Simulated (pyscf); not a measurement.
# `[F][Si]([SiH3])([SiH3])[SiH2][Cl]`, singlet

Gas-phase minimum from PySCF at ωB97X-D3(BJ)/def2-SVP, one conformer. 

SMILES: [SiH3][Si](F)([SiH3])[SiH2]Cl
```xyz
14

F     -0.6106    -0.7561     1.6639
Si    -0.6102    -0.4877     0.0397
Si    -1.5653    -2.3026    -1.0734
Si     1.5633    -0.1033    -0.7302
Si    -1.8158     1.4135    -0.5335
Cl    -1.2694     1.5060    -2.5460
H     -0.7607    -3.5387    -0.8498
H     -1.5829    -1.9762    -2.5284
H     -2.9615    -2.5292    -0.5983
H      1.9570     1.3170    -0.4995
H      1.6155    -0.4059    -2.1885
H      2.5114    -1.0010    -0.0078
H     -3.2971     1.3014    -0.4527
H     -1.3731     2.6651     0.1376
```
Charge 0, spin multiplicity 1.

Bonds (Å): F1–Si2 1.646, Si2–Si3 2.333, Si2–Si4 2.338, Si2–Si5 2.323, Si3–H7 1.492, Si3–H8 1.491, Si3–H9 1.492, Si4–H10 1.492, Si4–H11 1.490, Si4–H12 1.492, Si5–Cl6 2.087, Si5–H13 1.488, Si5–H14 1.488. Angles (°): F1–Si2–Si3 110.1, F1–Si2–Si4 110.6, F1–Si2–Si5 112.1, Si3–Si2–Si4 110.6, Si3–Si2–Si5 107.8, Si4–Si2–Si5 105.5, Si2–Si3–H7 110.6, Si2–Si3–H8 107.5, Si2–Si3–H9 110.4, H7–Si3–H8 109.5, H7–Si3–H9 109.3, H8–Si3–H9 109.4, Si2–Si4–H10 110.5, Si2–Si4–H11 108.8 (the first ones only).

Properties at ωB97X-D3(BJ)/def2-SVP:

| Quantity | Result |
|---|---|
| Harmonic wavenumbers, unscaled | 35, 55, 83, 86, 96, 119, 152, 171, 191, 354, 445, 460, 485, 518, 534, 547, 579, 593, 680, 809, 862, 873, 909, 945, 946, 949, 951, 959, 2246, 2249, 2256, 2258, 2262, 2265, 2268, 2276 cm⁻¹ |
| Zero-point energy | 46.4 kcal/mol |
| Rotational symmetry number | 1 |
| Entropy of this conformer at 298 K and 1 atm, rigid rotor and harmonic oscillator, modes under 100 cm⁻¹ raised to 100 | 448.2 J/(mol K) |
| Dipole moment | 0.42 D |

Single-point totals, which compare only within one level:

| level | total energy (hartree) |
|---|---|
| ωB97X-D3(BJ)/def2-TZVP | -1723.15654 |
| PBE/def2-TZVP | -1722.12277 |
| r²SCAN/def2-TZVP | -1722.84114 |
| B3LYP-D3(BJ)/def2-TZVP | -1723.15383 |
| PBE0-D3(BJ)/def2-TZVP | -1722.29708 |
| M06-2X/def2-TZVP | -1722.87200 |
| ωB97M-D3(BJ)/def2-TZVP | -1723.24940 |

The lowest mode is so soft that the shape along it may change with the basis. Soft torsions are taken as harmonic, which can shift the entropy by several J/(mol K).
